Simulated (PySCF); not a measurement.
C₄H₆BN, SMILES `B/C=C/CC#N`, neutral singlet in the gas phase. 

Cartesian coordinates (Å):
```xyz
12

B      2.4230     0.0677     0.0043
C      1.0120    -0.5256    -0.0629
C     -0.0477     0.1983     0.3001
C     -1.4641    -0.3010     0.3026
C     -2.3730     0.6108    -0.3852
N     -3.0747     1.3337    -0.9263
H      2.5570     1.1922     0.3767
H      3.3824    -0.5668    -0.3033
H      0.8362    -1.5426    -0.4052
H      0.0907     1.2208     0.6373
H     -1.5286    -1.2856    -0.1604
H     -1.8132    -0.4017     1.3346
```
Charge 0, spin multiplicity 1.

All levels are single points at this geometry (CAM-B3LYP-D3(BJ)/def2-TZVP); Pople sets use spherical d functions. Orbital energies aren't observables, and empty levels follow the basis.

PBE-D3(BJ)/def2-TZVP in PySCF gives HOMO (eV) = -7.73.

Estimate the HOMO (eV) from each of these levels: CAM-B3LYP-D3(BJ)/def2-TZVP in PySCF; BP86/6-31G* in PySCF; M06-2X/6-31G* in PySCF; HF/3-21G in PySCF; HF/STO-3G in PySCF.


| level | HOMO (eV) |
|---|---|
| CAM-B3LYP-D3(BJ)/def2-TZVP in PySCF | -10.08 |
| BP86/6-31G* in PySCF | -7.53 |
| M06-2X/6-31G* in PySCF | -9.72 |
| HF/3-21G in PySCF | -11.00 |
| HF/STO-3G in PySCF | -9.39 |
